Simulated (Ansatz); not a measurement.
Consider the ligand exchange at the In–C bond: `C#[C][InH2]` + HCl → `[Cl][InH2]` + acetylene.

Computed with Ansatz on PBE0-D4/def2-TZVP structures; ΔE is electronic, products minus reactants. CCSD(T)/CBS is the MP2 limit (def2-TZVPP, def2-QZVPP) plus CCSD(T) − MP2 in def2-TZVPP, frozen cores. This one scheme is used for every species. Functionals use def2-TZVPP. B3LYP here is the variant with VWN-RPA as its local correlation; programs differ in this. HSE06 is defined as in plane-wave codes. def2 core potentials past Kr. For In outer-core shells are correlated without core-valence functions, which leaves a few kJ/mol of doubt a bond.

`C#[C][InH2]`:

Cartesian coordinates in Å:
```
C -0.622 1.683 -0.730
C -0.234 0.631 -0.274
In 0.440 -1.191 0.517
H -0.964 2.610 -1.133
H 2.135 -1.428 0.589
H -0.755 -2.305 1.031
```

HCl:

Cartesian coordinates in Å:
```
Cl 0.443 0.338 -0.313
H -0.443 -0.338 0.313
```

`[Cl][InH2]`:

Z-matrix (Å, degrees):
```
In
Cl 1 2.343
H 1 1.705 2 112.5
H 1 1.705 2 112.5 3 180.0
```

`C#C`:

```xyz
4

C     0.395   -0.133   -0.429
C    -0.395    0.133    0.429
H     1.098   -0.371   -1.193
H    -1.098    0.371    1.193
```

| level | ΔE (kcal/mol) | difference from CCSD(T)/CBS |
| --- | --- | --- |
| LDA (SPW92) | -23.5 | 0.2 |
| PBE-D4 | -23.9 | -0.2 |
| revPBE-D4 | -23.5 | 0.2 |
| BLYP-D4 | -24.7 | -1.0 |
| r2SCAN-D4 | -24.9 | -1.2 |
| B97M-V | -25.2 | -1.5 |
| PBE0-D4 | -24.2 | -0.5 |
| B3LYP-D4 | -25.0 | -1.3 |
| r2SCANh-D4 | -25.0 | -1.3 |
| r2SCAN0-D4 | -25.0 | -1.3 |
| HSE06-D4 | -24.3 | -0.6 |
| CAM-B3LYP-D4 | -24.6 | -0.9 |
| ωB97X-V | -24.0 | -0.3 |
| ωB97M-V | -23.9 | -0.2 |
| B2PLYP | -24.1 | -0.4 |
| PBE-QIDH | -23.4 | 0.3 |
| PBE | -24.2 | -0.5 |
| BLYP | -25.2 | -1.5 |
| r2SCAN | -25.0 | -1.3 |
| PBE0 | -24.4 | -0.7 |
| B3LYP | -25.4 | -1.7 |
| r2SCAN0 | -25.1 | -1.4 |
| HSE06 | -24.5 | -0.8 |
| BHLYP | -25.9 | -2.2 |
| CAM-B3LYP | -24.8 | -1.1 |
| LC-ωPBE | -23.6 | 0.1 |
| RPA@PBE/def2-TZVPP | -19.8 | 3.9 |
| HF/def2-SVP | -27.7 | -4.0 |
| MP2/def2-SVP | -23.5 | 0.2 |
| CCSD/def2-SVP | -23.9 | -0.2 |
| MP2/def2-TZVPP | -21.5 | 2.2 |
| SCS-MP2/def2-TZVPP | -21.8 | 1.9 |
| CCSD/def2-TZVPP | -22.0 | 1.7 |
| CCSD(T)/def2-TZVPP | -21.4 | 2.3 |
| HF/def2-QZVPP | -26.7 | -3.0 |
| MP2/def2-QZVPP | -22.9 | 0.8 |
| SCS-MP2/def2-QZVPP | -23.1 | 0.6 |
| HF/CBS(def2) | -26.7 | -3.0 |
| MP2/CBS(def2) | -23.9 | -0.2 |
| CCSD/CBS(def2) | -24.4 | -0.7 |
| CCSD(T)/CBS | -23.7 | 0 |

Largest T1 diagnostic among the species: 0.015.

Leaving LDA and LC-ωPBE aside and taking each functional with its dispersion term where it has one, the values, not all of them listed here, spread over 2.2 kcal/mol, from BHLYP-D4 to PBE-QIDH. In def2-TZVPP, CCSD(T) changes the Hartree–Fock value by +5.3 kcal/mol (the triples alone add +0.6 kcal/mol) and MP2 by +5.1 kcal/mol.
